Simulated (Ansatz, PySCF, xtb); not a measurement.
The molecule HSn+, closed-shell singlet (lowest of 2S+1 = 1, 3 at CCSD(T)/def2-TZVPP on PBE0 minima; our sources give no spin for the ground state, which may be another). No spin–orbit coupling.

Seven points along R, fitted to fifth degree in 1/R; most abundant isotopes. In def2 and cc sets the state is the lowest found near the PBE0 minimum, followed along R. The singlet is held restricted.

Correlated levels freeze the inner cores; with def2 sets outer-core shells near the valence are correlated too. CBS: X⁻³ extrapolation of the correlation energy, Hartree–Fock from the larger set. Rows in 3-21G carry no dispersion term and start afresh at each structure; the Pople sets are all-electron and without relativity.

Run with Ansatz (a program for electronic structure) with Gaussian orbitals; PySCF for 3-21G rows; xtb for the GFN methods. Values without a source in brackets are computed. In def2 rows elements past Kr take small-core potentials, without spin–orbit coupling.

Question: What bond length and harmonic frequency does GFN1-xTB give?

Answer: r_e = 1.780 Å, ω_e = 1863 cm⁻¹.

Question: What bond length and harmonic frequency does HF/3-21G give?

Answer: r_e = 1.773 Å, ω_e = 1912 cm⁻¹.

Question: What bond length and harmonic frequency does CCSD(T)/CBS(def2-TZVPP, def2-QZVPP) give?

Answer: r_e = 1.750 Å, ω_e = 1840 cm⁻¹.
